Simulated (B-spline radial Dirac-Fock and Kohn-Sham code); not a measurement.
## Dipole and non-dipole photoemission parameters of Ga⁺ 2p3/2

System: the Ga⁺ ion, [Ar] 3d10 4s2; threshold 1130.2 eV (orbital energy of the model). Level of theory: Dirac-Hartree-Slater photoionisation with a Latter tail; cross sections with all multipoles, angular parameters from the dipole term and its interference with E2; an atomic code on a B-spline grid.

Input of the calculation (task.json; shells as n, l, electrons):

```json
{"items": [{
  "Z": 31,
  "q": 1,
  "cfg": [[1, 0, 2], [2, 0, 2], [2, 1, 6], [3, 0, 2], [3, 1, 6], [3, 2, 10], [4, 0, 2]],
  "A": 69,
  "rrms": 3.9973,
  "do": "xps",
  "hv": [60, 74.3, 85.6, 150, 200, 252.0, 262.0, 300, 316.0, 328.0, 400, 431.0, 533.0, 609.0, 1030.0, 1410.0, 1486.9, 2400.0, 2620.0, 2970.0, 2984.4, 4280.0, 6600.0, 6820.0, 8330.0, 12000, 12400.0, 12600.0, 12700.0]
}]}
```

Command: `python xray2_run.py task.json out`

| hν (eV) | σ (kb) | β | γ | δ |
| --- | --- | --- | --- | --- |
| 1410 | 335 | 1.300 | -0.092 | 0.013 |
| 1486.9 | 293 | 1.355 | -0.050 | 0.015 |
| 2400 | 80.3 | 1.463 | 0.401 | 0.033 |
| 2620 | 62.6 | 1.451 | 0.483 | 0.037 |
| 2970 | ? | ? | ? | ? |
| 2984.4 | 42.9 | 1.425 | 0.602 | 0.043 |
| 4280 | 14.6 | 1.315 | 0.918 | 0.065 |
| 6600 | 3.73 | 1.129 | 1.251 | 0.110 |
| 6820 | 3.35 | 1.113 | 1.274 | 0.114 |
| 8330 | 1.74 | 1.015 | 1.406 | 0.144 |
| 12000 | 0.512 | 0.829 | 1.611 | 0.213 |
| 12400 | 0.458 | 0.812 | 1.627 | 0.220 |
| 12600 | 0.433 | 0.803 | 1.635 | 0.224 |
| 12700 | 0.422 | 0.799 | 1.639 | 0.226 |

**Question.** Give the values at 2970 eV.

**Answer.** σ = 43.5 kb, β = 1.427, γ = 0.598, δ = 0.042.
